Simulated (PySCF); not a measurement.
Vertical excitations of a molecule C2H8Si2 from PySCF with TDDFT-PBE/def2-SVPD, as energy in eV (oscillator strength): 5.51 (0.000), 6.06 (0.420), 6.33 (0.002), 6.42 (0.000), 6.58 (0.000), 6.69 (0.000), 6.94 (0.000), 7.02 (0.000), 7.26 (0.000), 7.32 (0.131). Lowest triplet (TDA): 4.09 eV. Coordinates come from a PBE0-D3(BJ)/def2-SVP optimisation. Other conformers were not sampled.

Which molecule gave these data?
A. [SiH3]/C=C/[SiH3]
B. C1[SiH2]C[SiH2]1
C. C=C[SiH2][SiH3]
D. C1C[SiH2][SiH2]1

A, [SiH3]/C=C/[SiH3]
